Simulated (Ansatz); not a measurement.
Molecule: P$_{2}$H, net charge 1, singlet state. It need not be the lowest isomer of its formula. SMILES: P#[PH+]
Coordinates optimised at B3LYP-D3(BJ)/def2-TZVP (Ansatz, a first-principles code):
```xyz
3

P      0.0000     0.0000    -1.0117
P      0.0000     0.0000     0.8600
H      0.0000     0.0000     2.2752
```
Charge +1, spin multiplicity 1.

Wanted: vertical ionisation energy (to the doublet state of charge +2; each state is the SCF solution reached for its spin; the UHF <S^2> is 0.86 for the doublet (pure: 0.75); for the doublet T1 is 0.046; for the singlet the Hartree-Fock reference is unstable and T1 is 0.020), in eV. Valence correlation only, unless marked. UHF or UKS for open shells. No spin-orbit coupling. Non-relativistic. Basis-set limits of correlation are two-point, X^-3; Hartree-Fock from the larger set.

CCSD(T)/CBS(def2-TZVPPD,def2-QZVPPD) (Ansatz) gives 17.77 eV.

**Question.** Another calculation gave 17.57 eV. Which level was it?
(A) SVWN5/def2-TZVPD (Ansatz)
(B) r2SCAN/def2-TZVPD (Ansatz)
(C) CAM-B3LYP/def2-TZVPD (Ansatz)
(D) BHLYP/def2-TZVPD (Ansatz)

**Answer.** B, r2SCAN/def2-TZVPD (Ansatz). The others give 17.24 (BHLYP), 17.81 (SVWN5), 17.43 (CAM-B3LYP) eV.
